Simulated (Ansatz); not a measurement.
Relaxation of Cl4FSi (6 atoms, charge 0, multiplicity 2), to a largest force component of 0.03 eV/Å in at most 50 steps.

Level of theory: UKS PBE-D4/def2-SVP (Ansatz).

```xyz
6
Properties=species:S:1:pos:R:3:forces:R:3
Si -0.168 0.000 0.161 -0.28 0.00 0.41
Cl -1.200 0.000 2.004 0.64 0.00 -0.12
Cl 1.840 0.000 0.471 0.07 0.00 -0.01
Cl -0.743 1.678 -0.860 0.00 0.00 0.00
Cl -0.743 -1.678 -0.860 0.00 0.00 0.00
F 1.016 0.000 3.516 -0.43 0.00 -0.28
```

Task: Where does it end, and by what steps?

Result: The run converged. The force dipped under the threshold on the way, but the program's further checks kept it going. After 28 steps the energy has fallen by 1.859 eV; F6 moved furthest, 1.62 Å. Parted: Si1–Cl5 (2.05 → 3.41 Å). Joined: Si1–F6 (3.56 → 1.62 Å).

| step | energy less start (eV) | largest force component (eV/Å) | accepted |
| --- | --- | --- | --- |
| 0 | 0.0000 | 0.640 | yes |
| 1 | -0.1226 | 0.377 | yes |
| 2 | -0.1305 | 0.608 | yes |
| 3 | -0.1765 | 0.041 | yes |
| 4 | -0.1769 | 0.019 | yes |
| 5 | -0.1770 | 0.019 | yes |
| 6 | -0.1777 | 0.008 | yes |
| 7 | -0.1828 | 0.112 | yes |
| 8 | -0.1964 | 0.255 | yes |
| 9 | -0.2286 | 0.321 | yes |
| 10 | -0.2714 | 0.257 | yes |
| 11 | -0.3152 | 0.141 | yes |
| 12 | -0.3591 | 0.182 | yes |
| 13 | -0.4145 | 0.264 | yes |
| 14 | -0.6107 | 0.805 | yes |
| 15 | -1.0019 | 0.839 | yes |
| 16 | -0.8552 | 5.724 | no |
| 17 | -1.1895 | 1.233 | yes |
| 18 | -1.3754 | 0.545 | yes |
| 19 | -1.5153 | 0.908 | yes |
| 20 | -1.5891 | 0.419 | yes |
| 21 | -1.5346 | 1.304 | no |
| 22 | -1.6402 | 0.369 | yes |
| 23 | -1.6839 | 0.172 | yes |
| 24 | -1.7550 | 0.287 | yes |
| 25 | -1.8287 | 0.427 | yes |
| 26 | -1.8567 | 0.117 | yes |
| 27 | -1.8577 | 0.121 | yes |
| 28 | -1.8594 | 0.027 | yes |

```xyz
6
Properties=species:S:1:pos:R:3
Si 0.279 0.412 1.097
Cl -1.106 -1.035 1.664
Cl 1.962 -0.452 0.359
Cl -0.556 1.741 -0.190
Cl -1.226 -1.845 -0.972
F 0.649 1.179 2.473
```

Whether the end is a true minimum wasn't checked by a vibrational analysis.

Run time: 50 s on 4 threads of Intel(R) Xeon(R) Platinum 8375C CPU @ 2.90GHz (Ice Lake), on a shared host, peak memory 0.28 GiB.
